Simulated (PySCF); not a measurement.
AgCl, charge -1, doublet, geometry from GFN2-xTB (such geometries of metal compounds can be far from the true shape) (the multiplicity is a formal guess) (core potentials on Ag) (in this run its highest filled SCF level lies above zero, so its values depend strongly on the basis, on diffuse functions most of all); PySCF with B3LYP/def2-SV(P).

Here is a job for PySCF.
```python
from pyscf import gto, scf, dft

mol = gto.Mole()
mol.atom = '''
    Ag   -0.000000   -0.000000   -0.720107
    Cl    0.000000    0.000000    1.990884
'''
mol.basis = 'def2-sv(p)'
mol.ecp = {'Ag': 'def2-sv(p)'}
mol.charge = -1
mol.spin = 1
mol.verbose = 4
mol.symmetry = True
mol.symmetry_subgroup = 'C2v'
mol.build()

mf = dft.UKS(mol)
mf.xc = 'b3lyp'
mf.kernel()
mf.analyze()
```

The log (banner, timings and long lists left out):

```
PySCF version 2.14.0

[INPUT] verbose = 4
[INPUT] num. atoms = 2
[INPUT] num. electrons = 37
[INPUT] charge = -1
[INPUT] spin (= nelec alpha-beta = 2S) = 1
[INPUT] symmetry True subgroup C2v
[INPUT] Mole.unit = angstrom
[INPUT] Symbol           X                Y                Z      unit          X                Y                Z       unit  Magmom
[...]
nuclear repulsion = 63.0486191681049
point group symmetry = Coov, use subgroup C2v
symmetry origin: [ 0.00000000e+00  0.00000000e+00 -2.95269708e-08]
symmetry axis x: [1. 0. 0.]
symmetry axis y: [0. 1. 0.]
symmetry axis z: [0. 0. 1.]
num. orbitals of irrep A1 = 21
num. orbitals of irrep A2 = 3
num. orbitals of irrep B1 = 9
num. orbitals of irrep B2 = 9
number of shells = 18
number of NR pGTOs = 86
number of NR cGTOs = 42
basis = def2-sv(p)
ecp = {'Ag': 'def2-sv(p)'}

******** <class 'pyscf.dft.uks_symm.SymAdaptedUKS'> ********
method = SymAdaptedUKS
initial guess = minao
damping factor = 0
level_shift factor = 0
DIIS = <class 'pyscf.scf.diis.CDIIS'>
diis_start_cycle = 1
diis_space = 8
diis_damp = 0
SCF conv_tol = 1e-09
SCF conv_tol_grad = None
SCF max_cycles = 50
direct_scf = True
direct_scf_tol = 1e-13
number electrons alpha = 19  beta = 18
XC library pyscf.dft.libxc version 7.1.2
    S. Lehtola, C. Steigemann, M. J. T. Oliveira, and M. A. L. Marques,  SoftwareX 7, 1–5 (2018)
XC functionals = b3lyp
    P. J. Stephens, F. J. Devlin, C. F. Chabalowski, and M. J. Frisch,  J. Phys. Chem. 98, 11623 (1994)
radial grids:
    Treutler-Ahlrichs [JCP 102, 346 (1995); DOI:10.1063/1.469408] (M4) radial grids

becke partition: Becke, JCP 88, 2547 (1988); DOI:10.1063/1.454033
pruning grids: <function nwchem_prune>
grids dens level: 3
symmetrized grids: True
atomic radii adjust function: <function treutler_atomic_radii_adjust>
small_rho_cutoff = 0
Freeze 0 electrons in irreps []
    37 free electrons in irreps A1 A2 B1 B2
Set gradient conv threshold to 3.16228e-05
tot grids = 41320
init E= -594.5685464789

cycle= 1 E= -605.953892181342  delta_E= -11.4  |g|= 1.26  |ddm|= 3.51
cycle= 2 E= -587.983730591393  delta_E=   18  |g|=  3.8  |ddm|= 12.1
cycle= 3 E= -607.005374418585  delta_E=  -19  |g|= 0.474  |ddm|= 12.7
cycle= 4 E= -606.471911799216  delta_E= 0.533  |g|= 0.917  |ddm|= 1.75
cycle= 5 E= -607.14789470957  delta_E= -0.676  |g|= 0.0973  |ddm|= 1.22
cycle= 6 E= -607.152086683338  delta_E= -0.00419  |g|= 0.0328  |ddm|= 0.173
cycle= 7 E= -607.152651241814  delta_E= -0.000565  |g|= 0.00763  |ddm|= 0.0337
cycle= 8 E= -607.152692925446  delta_E= -4.17e-05  |g|= 0.00266  |ddm|= 0.019
cycle= 9 E= -607.152697353871  delta_E= -4.43e-06  |g|= 0.000279  |ddm|= 0.00513
cycle= 10 E= -607.152697503536  delta_E= -1.5e-07  |g|= 5.99e-05  |ddm|= 0.00124
cycle= 11 E= -607.152697509967  delta_E= -6.43e-09  |g|= 1.4e-05  |ddm|= 0.000245
cycle= 12 E= -607.152697510386  delta_E= -4.2e-10  |g|= 3.2e-06  |ddm|= 6.33e-05
Extra cycle  E= -607.15269751041  delta_E= -2.36e-11  |g|= 2.59e-06  |ddm|= 1.86e-05
converged SCF energy = -607.15269751041  <S^2> = 0.75164894  2S+1 = 2.0016483
**** SCF Summaries ****
Total Energy =                        -607.152697510409894
Nuclear Repulsion Energy =              63.048619168104942
One-electron Energy =                -1031.136704834572811
Two-electron Energy =                  360.935388156058025
Two-electron Coulomb Energy =          403.598790612929918
DFT Exchange-Correlation Energy =      -42.663402456871871
Wave-function symmetry = A1
alpha occupancy for each irrep:     A1   A2   B1   B2
                                    10    1    4    4
beta  occupancy for each irrep:     A1   A2   B1   B2
                                     9    1    4    4
**** MO energy ****
alpha MO #1 (A1 #1), energy= -101.220881813413 occ= 1
alpha MO #2 (A1 #2), energy= -9.17169520770792 occ= 1
alpha MO #3 (A1 #3), energy= -6.93762791886982 occ= 1
alpha MO #4 (B1 #1), energy= -6.93324852497304 occ= 1
alpha MO #5 (B2 #1), energy= -6.93324851796853 occ= 1
[...]
alpha MO #17 (B1 #4), energy= -0.0558382889899685 occ= 1
alpha MO #18 (B2 #4), energy= -0.055838262926567 occ= 1
alpha MO #19 (A1 #10), energy= 0.0125243463090854 occ= 1
alpha MO #20 (B2 #5), energy= 0.146259862070606 occ= 0
alpha MO #21 (B1 #5), energy= 0.146259867982918 occ= 0
alpha MO #22 (A1 #11), energy= 0.187324390094034 occ= 0
alpha MO #23 (A1 #12), energy= 0.244193472611556 occ= 0
alpha MO #24 (B2 #6), energy= 0.494041567805953 occ= 0
alpha MO #25 (B1 #6), energy= 0.494041582492724 occ= 0
alpha MO #26 (A1 #13), energy= 0.497306943275738 occ= 0
alpha MO #27 (A1 #14), energy= 0.624149542865808 occ= 0
alpha MO #28 (A2 #2), energy= 0.624149695609191 occ= 0
alpha MO #29 (B2 #7), energy= 0.626060988572803 occ= 0
alpha MO #30 (B1 #7), energy= 0.626060994906353 occ= 0
alpha MO #31 (A1 #15), energy= 0.677926603302758 occ= 0
alpha MO #32 (A1 #16), energy= 0.848531625362803 occ= 0
alpha MO #33 (A1 #17), energy= 1.05210173561163 occ= 0
alpha MO #34 (A2 #3), energy= 1.05210595250679 occ= 0
alpha MO #35 (B1 #8), energy= 1.0618932992919 occ= 0
alpha MO #36 (B2 #8), energy= 1.06189331885041 occ= 0
alpha MO #37 (A1 #18), energy= 1.08220028331041 occ= 0
alpha MO #38 (B1 #9), energy= 1.17272852568366 occ= 0
alpha MO #39 (B2 #9), energy= 1.17272853892419 occ= 0
alpha MO #40 (A1 #19), energy= 1.37917184522772 occ= 0
alpha MO #41 (A1 #20), energy= 2.19788526481226 occ= 0
alpha MO #42 (A1 #21), energy= 53.5758194687178 occ= 0
beta  MO #1 (A1 #1), energy= -101.219871540651 occ= 1
beta  MO #2 (A1 #2), energy= -9.17072257390403 occ= 1
beta  MO #3 (A1 #3), energy= -6.93455797299986 occ= 1
beta  MO #4 (B2 #1), energy= -6.93266621942161 occ= 1
beta  MO #5 (B1 #1), energy= -6.93266621212464 occ= 1
beta  MO #6 (A1 #4), energy= -3.53249262173644 occ= 1
beta  MO #7 (B2 #2), energy= -2.1195518172713 occ= 1
beta  MO #8 (B1 #2), energy= -2.11955180953097 occ= 1
beta  MO #9 (A1 #5), energy= -2.11777211366925 occ= 1
beta  MO #10 (A1 #6), energy= -0.512198065851337 occ= 1
beta  MO #11 (A1 #7), energy= -0.132175977847179 occ= 1
beta  MO #12 (A2 #1), energy= -0.125919843399421 occ= 1
beta  MO #13 (A1 #8), energy= -0.125919446286628 occ= 1
beta  MO #14 (B1 #3), energy= -0.125779642274352 occ= 1
beta  MO #15 (B2 #3), energy= -0.125779640496767 occ= 1
beta  MO #16 (A1 #9), energy= -0.0635413165044483 occ= 1
beta  MO #17 (B2 #4), energy= -0.0536566549643251 occ= 1
beta  MO #18 (B1 #4), energy= -0.053656626665409 occ= 1
beta  MO #19 (A1 #10), energy= 0.0750530629502393 occ= 0
beta  MO #20 (B1 #5), energy= 0.156349745032431 occ= 0
beta  MO #21 (B2 #5), energy= 0.156349749399813 occ= 0
beta  MO #22 (A1 #11), energy= 0.198585660803808 occ= 0
beta  MO #23 (A1 #12), energy= 0.253413360282458 occ= 0
beta  MO #24 (B1 #6), energy= 0.50492584652665 occ= 0
beta  MO #25 (B2 #6), energy= 0.504925854408185 occ= 0
beta  MO #26 (A1 #13), energy= 0.515179334871782 occ= 0
beta  MO #27 (A1 #14), energy= 0.634701341765023 occ= 0
beta  MO #28 (A2 #2), energy= 0.634701613474623 occ= 0
beta  MO #29 (B1 #7), energy= 0.637915464764494 occ= 0
beta  MO #30 (B2 #7), energy= 0.637915465700894 occ= 0
beta  MO #31 (A1 #15), energy= 0.688997083395648 occ= 0
beta  MO #32 (A1 #16), energy= 0.853944503281063 occ= 0
beta  MO #33 (A1 #17), energy= 1.05335987864776 occ= 0
beta  MO #34 (A2 #3), energy= 1.05336417040933 occ= 0
beta  MO #35 (B2 #8), energy= 1.0699915200551 occ= 0
beta  MO #36 (B1 #8), energy= 1.06999154166114 occ= 0
beta  MO #37 (A1 #18), energy= 1.09267282840184 occ= 0
beta  MO #38 (B2 #9), energy= 1.17453267938125 occ= 0
beta  MO #39 (B1 #9), energy= 1.17453269451512 occ= 0
beta  MO #40 (A1 #19), energy= 1.38587941933503 occ= 0
beta  MO #41 (A1 #20), energy= 2.20484005794811 occ= 0
beta  MO #42 (A1 #21), energy= 53.5613240713559 occ= 0
In total            19.00000 | 18.00000

WARN: System has nonzero charge -1; the dipole moment is origin-dependent.
Location of origin: [0. 0. 0.]

Dipole moment(X, Y, Z, Debye):  0.00000,  0.00000, -2.00532
```
